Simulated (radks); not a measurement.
Values are calculated unless marked as measured or tabulated.
Kinetic energies: the exact non-interacting value of the Kohn-Sham orbitals and orbital-free approximations, as 100 (|E| - |E exact|)/|E exact|, negative where the magnitude is too small. Species: Ca [Ar] 4s2; Li [He] 2s1; Yb [Xe] 4f14 6s2; Cd [Kr] 4d10 5s2; Mn [Ar] 3d5 4s2. Level of theory: non-relativistic Kohn-Sham, LDA (Slater exchange, Perdew-Wang correlation), spin-polarised, spherical densities, point nucleus (a radial shooting solver on a logarithmic mesh with Libxc functionals). Every spin shell is full or empty, so the densities are truly spherical. Functionals are evaluated on that one density, not self-consistently.

exact (hartree): Ca 674.655; Li 7.24942; Yb 13382.8; Cd 5459.10; Mn 1147.21
Thomas-Fermi: Ca -6.96; Li -10.30; Yb -4.89; Cd -5.35; Mn -6.64
LC94: Ca +0.06; Li +0.29; Yb -0.06; Cd +0.07; Mn -0.04
APBEK: Ca +0.18; Li +0.24; Yb -0.02; Cd +0.13; Mn +0.07
revAPBEK: Ca +0.49; Li +1.10; Yb +0.12; Cd +0.31; Mn +0.34
Perdew 92: Ca -0.66; Li +0.52; Yb -0.77; Cd -0.67; Mn -0.78
Thakkar: Ca -0.23; Li +0.55; Yb -0.81; Cd -0.56; Mn -0.41
PG1: Ca +22.32; Li +49.96; Yb +13.00; Cd +15.29; Mn +20.20
DePristo-Kress: Ca -0.01; Li -0.30; Yb -0.26; Cd -0.09; Mn -0.11
